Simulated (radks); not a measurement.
The numbers below are computed, except where a source is named.
Effect of the nuclear size on the argon ion Ar+, [Ne] 3s2 3p5. Level of theory: Dirac Kohn-Sham, BLYP, spin-unpolarised, spherical densities, finite nucleus; open shells fill j = l - 1/2 first; Fermi nuclear charge, rms radius 3.4274 fm (a radial shooting solver on a logarithmic mesh with Libxc functionals). The rms radius is varied about that value; shifts are against it.

rms radius (fm)  total energy shift (eV)  density at nucleus (e/bohr^3)  1s1/2 shift (meV)  2s1/2 shift (meV)
2.8105                          -0.00610                           4359              -2.57             -0.194
3.2972                          -0.00139                           4344             -0.584             -0.044
3.4274                                 0                           4341              0.000              0.000
3.7256                           0.00337                           4333               1.42              0.107
3.8524                           0.00489                           4330               2.06              0.155

Slopes of the eigenvalues against <r^2> in GHz/fm^2, as finite differences over the two radii next to the reference (eigenvalue slopes, not the field-shift constants of lines): 1s1/2 161, 2s1/2 12.1.
